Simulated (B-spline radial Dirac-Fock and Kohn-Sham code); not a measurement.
# Run log: Ir

ΔSCF core binding energies without Breit or QED terms, calculated with a radial atomic solver. Keys: rel is the Hamiltonian (dirac, or spin-free x2c and nr, where L3 and M5 stand for the whole 2p and 3d shells), method is hf or an exchange,correlation pair (spin-unpolarised, also for the hole states), nuc the nuclear model, radius_factor scales its radius, rmax is the box in bohr, h the logarithmic mesh step, order the B-spline order, points the quadrature points per cell, c_factor scales the speed of light, and damp, ndamp, maxit and tol steer the iteration. The run stops when the commutator error falls below 10·tol·max(1, Z/10), or the numerical noise floor, and the energy has settled to about 1e-8 Ha; the virial ratio is −V/T.

Input (task.json):

```json
{"items": [{"Z": 77, "q": 0, "cfg": [[1, 0, 2], [2, 0, 2], [2, 1, 6], [3, 0, 2], [3, 1, 6], [3, 2, 10], [4, 0, 2], [4, 1, 6], [4, 2, 10], [4, 3, 14], [5, 0, 2], [5, 1, 6], [5, 2, 7], [6, 0, 2]], "A": 193, "rrms": 5.4032, "do": "settings", "holes": ["K", "L3", "M5"],
  "settings": [{"rel": "dirac", "method": "hf", "nuc": "fermi", "radius_factor": 1000.0, "rmax": 45.0, "h": 0.3, "order": 8, "points": 10, "c_factor": 1.0, "maxit": 78, "damp": 0.5, "ndamp": 3, "tol": 1e-08}]}]}
```

Command: `python xray2_run.py task.json out`

Ground-state iterations:

```
iter   energy (Ha)        error
   1    -8827.69135809  1.02e+01
   2    -8900.78734597  2.96e+00
   3    -8957.62510275  4.59e-01
   4    -8959.27409171  1.22e-01
   5    -8959.30898092  3.87e-02
   6    -8959.31979230  1.10e-02
   7    -8959.32085213  1.05e-03
   8    -8959.32089695  2.15e-04
   9    -8959.32090034  3.92e-05
  10    -8959.32090046  1.17e-05
  11    -8959.32090047  1.92e-06
  12    -8959.32090047  2.56e-07
```

The ground state converged in 12 iterations, with total energy -8959.32090 Ha, virial ratio 2.64264 and highest orbital energy -3.47 eV. ΔSCF binding energies: K (1s) 9741.7 eV, L3 (2p3/2) 5559.1 eV, M5 (3d5/2) 2158.3 eV.

Q: One setting is unsound. Which, and why?

A: radius_factor inflates the nucleus far beyond its size, which weakens the binding of the inner electrons. With the default settings (Dirac Hartree-Fock): The ground state converged in 11 iterations, with total energy -17846.76054 Ha, virial ratio 1.87828 and highest orbital energy -8.15 eV. ΔSCF binding energies: K (1s) 76517.1 eV, L3 (2p3/2) 11257.9 eV, M5 (3d5/2) 2054.7 eV.
